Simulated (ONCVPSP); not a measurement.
# Logarithmic derivatives: Te (Z = 52), ONCV

```json
{
  "Element": "tellurium (Te)",
  "Generator": "ONCVPSP 4.0.1",
  "Type": "optimised norm-conserving Vanderbilt (ONCV)",
  "Functional": "PBEsol",
  "Relativity": "scalar-relativistic",
  "Frozen core": "[Ar] 3d10",
  "Valence charge": "24",
  "Reference configuration": "4s2 4p6 4d10 5s2 5p1 (charge +3)",
  "Partial waves": "4s+5s: rc 1.30 bohr, ncon 4, nbas 8, qcut 12.2 1/bohr, 2 projectors; 4p+5p: rc 1.10 bohr, ncon 4, nbas 7, qcut 12.4 1/bohr, 2 projectors; 4d: rc 1.50 bohr, ncon 3, nbas 8, qcut 11.9 1/bohr, 2 projectors, debl 1.6 Ha",
  "Local potential": "polynomial inside 0.70 bohr (lpopt 3, dvloc0 -1 Ha)",
  "Core correction": "Teter function, fcfact 2, rcfact 1.65"
}
```

In the d channel the program set the typed energies aside and used -2.657, 0.250 Ha.

The phase is arctan(r·R′/R) of the radial function R(r), unwrapped; energies in Ha, scanned from -9 to 5 Ha. A pole is an energy at which the radial function vanishes at the test radius. The pseudo phase is shifted by a multiple of π to meet the all-electron one at the reference energy, and phase errors are pseudo minus all-electron; the curves can meet again beyond the range given. Levels narrower than the energy grid can be missing from the lists of poles.

Q: For each channel, where are the poles, and over which energies does the pseudopotential scatter like the atom?

A:

| channel | radius (bohr) | reference energy (Ha) | poles, all-electron | poles, pseudo | unbroken range about the reference energy with phases within 0.05 rad | phase error 1 Ha above the reference energy (rad) |
| --- | --- | --- | --- | --- | --- | --- |
| s | 1.32 | -1.57 | -6.63 | -6.63 | the whole range | -0.000 |
| p | 1.12 | -1.16 | -3.20 | -3.20 | the whole range | -0.000 |
| d | 1.52 | -2.66 | -2.04 | -2.04 | the whole range | -0.000 |

Phases in the d channel:

| E (Ha) | all-electron | pseudo |
| --- | --- | --- |
| -8.96 | 1.356 | 1.356 |
| -8.60 | 1.349 | 1.349 |
| -8.24 | 1.341 | 1.341 |
| -7.88 | 1.331 | 1.331 |
| -7.52 | 1.321 | 1.321 |
| -7.16 | 1.309 | 1.309 |
| -6.80 | 1.295 | 1.295 |
| -6.44 | 1.279 | 1.279 |
| -6.08 | 1.260 | 1.260 |
| -5.72 | 1.236 | 1.236 |
| -5.36 | 1.205 | 1.205 |
| -5.00 | 1.164 | 1.164 |
| -4.64 | 1.105 | 1.105 |
| -4.28 | 1.014 | 1.014 |
| -3.92 | 0.847 | 0.847 |
| -3.56 | 0.474 | 0.475 |
| -3.20 | -0.364 | -0.364 |
| -2.84 | -1.091 | -1.091 |
| -2.48 | -1.397 | -1.397 |
| -2.12 | -1.548 | -1.548 |
| -1.76 | -1.643 | -1.643 |
| -1.40 | -1.716 | -1.716 |
| -1.04 | -1.782 | -1.782 |
| -0.68 | -1.848 | -1.848 |
| -0.32 | -1.922 | -1.922 |
| 0.04 | -2.015 | -2.015 |
| 0.40 | -2.142 | -2.142 |
| 0.76 | -2.331 | -2.331 |
| 1.12 | -2.626 | -2.626 |
| 1.48 | -3.061 | -3.060 |
| 1.84 | -3.536 | -3.535 |
| 2.20 | -3.894 | -3.893 |
| 2.56 | -4.122 | -4.121 |
| 2.92 | -4.268 | -4.266 |
| 3.28 | -4.365 | -4.365 |
| 3.64 | -4.436 | -4.435 |
| 4.00 | -4.488 | -4.487 |
| 4.36 | -4.530 | -4.529 |
| 4.72 | -4.563 | -4.562 |
